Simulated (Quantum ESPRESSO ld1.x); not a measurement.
Input file for ld1.x (Quantum ESPRESSO 7.5):

```
 &input
    atom='Sr',
    iswitch=1,
    rel=1,
    lsd=1,
    dft='PZ',
    config='[Kr] 5s2 4d0 5p0',
    verbosity='high',
    prefix='ld1',
    max_out_wfc=37,
    file_charge='ld1.rho',
 /
```

It prints:

```
     Program LD1 v.7.5 starts

     --------------------------- All-electron run ----------------------------

     scalar relativistic calculation

     atomic number is 38.00
     dft =PZ   lsd =1 sic =0 latt =0  beta=0.20 tr2=1.0E-14
     Exchange-correlation= PZ
                           (   1   1   0   0   0   0   0)
     mesh =2031 r(mesh) =  99.72474 a.u. xmin = -8.00 dx = 0.00800
     1 Ry =  13.60569312 eV, c = 137.03599908

     n l     nl                  e(Ry)          e(Ha)          e(eV)
     1 0     1S 1( 1.00)   -1169.578230886    -584.789115443 -15912.9224928
     2 0     2S 1( 1.00)    -158.400993474     -79.200496737  -2155.1553076
     2 1     2P 1( 3.00)    -140.870347449     -70.435173725  -1916.6387175
     3 0     3S 1( 1.00)     -24.453143931     -12.226571965   -332.7019722
     3 1     3P 1( 3.00)     -18.796887412      -9.398443706   -255.7446818
     4 0     4S 1( 1.00)      -3.006880966      -1.503440483    -40.9106997
     4 1     4P 1( 3.00)      -1.679770160      -0.839885080    -22.8544373
     3 2     3D 1( 5.00)      -9.424738767      -4.712369383   -128.2301034
     5 0     5S 1( 1.00)      -0.267948822      -0.133974411     -3.6456294
     4 2     4D 1( 0.00)      -0.103277538      -0.051638769     -1.4051625
     5 1     5P 1( 0.00)      -0.097045798      -0.048522899     -1.3203753
     1 0     1S 2( 1.00)   -1169.578230886    -584.789115443 -15912.9224928
     2 0     2S 2( 1.00)    -158.400993474     -79.200496737  -2155.1553076
     2 1     2P 2( 3.00)    -140.870347449     -70.435173725  -1916.6387175
     3 0     3S 2( 1.00)     -24.453143931     -12.226571965   -332.7019722
     3 1     3P 2( 3.00)     -18.796887412      -9.398443706   -255.7446818
     4 0     4S 2( 1.00)      -3.006880966      -1.503440483    -40.9106997
     4 1     4P 2( 3.00)      -1.679770160      -0.839885080    -22.8544373
     3 2     3D 2( 5.00)      -9.424738767      -4.712369383   -128.2301034
     5 0     5S 2( 1.00)      -0.267948822      -0.133974411     -3.6456294
     4 2     4D 2( 0.00)      -0.103277538      -0.051638769     -1.4051625
     5 1     5P 2( 0.00)      -0.097045798      -0.048522899     -1.3203753

     final scf error:  6.7E-15 reached in  31 iterations

     Etot =   -6351.628996 Ry,   -3175.814498 Ha,  -86418.314950 eV
     Total magnetization:    0.00 Bohr mag.

     Ekin =    6511.441778 Ry,    3255.720889 Ha,   88592.678623 eV
     Encl =  -15304.399388 Ry,   -7652.199694 Ha, -208226.961507 eV
     Eh   =    2643.716610 Ry,    1321.858305 Ha,   35969.596898 eV
     Exc  =    -202.387996 Ry,    -101.193998 Ha,   -2753.628964 eV

     normalization and overlap integrals

     s(1S/1S) =  1.000000  <r> =   0.0392  <r2> =    0.0021  r(max) =   0.0255
     s(1S/2S) = -0.007238
     s(1S/3S) = -0.002852
     s(1S/4S) = -0.001071
     s(1S/5S) = -0.000317
     s(2S/2S) =  1.000000  <r> =   0.1727  <r2> =    0.0352  r(max) =   0.1458
     s(2S/3S) = -0.001703
     s(2S/4S) = -0.000621
     s(2S/5S) = -0.000183
     s(2P/2P) =  1.000000  <r> =   0.1505  <r2> =    0.0277  r(max) =   0.1156
     s(2P/3P) = -0.001388
     s(2P/4P) = -0.000445
     s(2P/5P) = -0.000106
     s(3S/3S) =  1.000000  <r> =   0.4931  <r2> =    0.2792  r(max) =   0.4362
     s(3S/4S) = -0.000386
     s(3S/5S) = -0.000112
     s(3P/3P) =  1.000000  <r> =   0.4992  <r2> =    0.2911  r(max) =   0.4293
     s(3P/4P) = -0.000300
     s(3P/5P) = -0.000071
     s(4S/4S) =  1.000000  <r> =   1.3557  <r2> =    2.0925  r(max) =   1.1858
     s(4S/5S) = -0.000057
     s(4P/4P) =  1.000000  <r> =   1.5695  <r2> =    2.8460  r(max) =   1.3263
     s(4P/5P) = -0.000034
     s(3D/3D) =  1.000000  <r> =   0.4986  <r2> =    0.3033  r(max) =   0.3747
     s(3D/4D) = -0.000110
     s(5S/5S) =  1.000000  <r> =   4.2710  <r2> =   20.8157  r(max) =   3.6053
     s(4D/4D) =  1.000000  <r> =   3.4567  <r2> =   15.4589  r(max) =   2.1607
     s(5P/5P) =  1.000000  <r> =   5.8398  <r2> =   39.2657  r(max) =   4.8473
     s(1S/1S) =  1.000000  <r> =   0.0392  <r2> =    0.0021  r(max) =   0.0255
     s(1S/2S) = -0.007238
     s(1S/3S) = -0.002852
     s(1S/4S) = -0.001071
     s(1S/5S) = -0.000317
     s(2S/2S) =  1.000000  <r> =   0.1727  <r2> =    0.0352  r(max) =   0.1458
     s(2S/3S) = -0.001703
     s(2S/4S) = -0.000621
     s(2S/5S) = -0.000183
     s(2P/2P) =  1.000000  <r> =   0.1505  <r2> =    0.0277  r(max) =   0.1156
     s(2P/3P) = -0.001388
     s(2P/4P) = -0.000445
     s(2P/5P) = -0.000106
     s(3S/3S) =  1.000000  <r> =   0.4931  <r2> =    0.2792  r(max) =   0.4362
     s(3S/4S) = -0.000386
     s(3S/5S) = -0.000112
     s(3P/3P) =  1.000000  <r> =   0.4992  <r2> =    0.2911  r(max) =   0.4293
     s(3P/4P) = -0.000300
     s(3P/5P) = -0.000071
     s(4S/4S) =  1.000000  <r> =   1.3557  <r2> =    2.0925  r(max) =   1.1858
     s(4S/5S) = -0.000057
     s(4P/4P) =  1.000000  <r> =   1.5695  <r2> =    2.8460  r(max) =   1.3263
     s(4P/5P) = -0.000034
     s(3D/3D) =  1.000000  <r> =   0.4986  <r2> =    0.3033  r(max) =   0.3747
     s(3D/4D) = -0.000110
     s(5S/5S) =  1.000000  <r> =   4.2710  <r2> =   20.8157  r(max) =   3.6053
     s(4D/4D) =  1.000000  <r> =   3.4567  <r2> =   15.4589  r(max) =   2.1607
     s(5P/5P) =  1.000000  <r> =   5.8398  <r2> =   39.2657  r(max) =   4.8473

     ------------------------ End of All-electron run ------------------------
```

Run on one thread of a shared host, so times are rough (Intel(R) Xeon(R) Processor @ 2.60GHz): 0.67 s of CPU time, 1.6 s wall, 31 iterations on 2031 mesh points.
